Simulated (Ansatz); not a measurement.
Process, species as SMILES: N[SiH2]O[SiH2]N → [NH][SiH2]O[SiH2]N + H atom (the H-N bond at the site shown breaks; other sites are not compared here)
Geometries: B3LYP-D3(BJ)/def2-TZVP minima from Ansatz (a quantum-chemistry and plane-wave program), one conformer each, not searched for the lowest.

Wanted: bond dissociation energy (electronic energy difference), in eV. Correlated levels leave the core frozen unless marked. UHF or UKS for open shells. Spin-orbit coupling is left out. Non-relativistic. CBS marks a two-point X^-3 extrapolation of the correlation energy; Hartree-Fock from the larger set.

Level to compare with: CCSD(T)/CBS(cc-pV(T+d)Z,cc-pV(Q+d)Z) (Ansatz), 5.15 eV. It is a level with limits of its own, and the differences hold the functionals' basis error too.

Q: Rank these functionals by how close they come to CCSD(T)/CBS(cc-pV(T+d)Z,cc-pV(Q+d)Z), closest first: r2SCANh/def2-TZVPD (Ansatz); CAM-B3LYP/def2-TZVPD (Ansatz); B3LYP/def2-TZVPD (Ansatz).

A: CAM-B3LYP/def2-TZVPD (range-separated hybrid, 5.04 eV, difference -0.11), B3LYP/def2-TZVPD (global hybrid, 4.98 eV, difference -0.17), r2SCANh/def2-TZVPD (hybrid meta-GGA, 4.87 eV, difference -0.28)
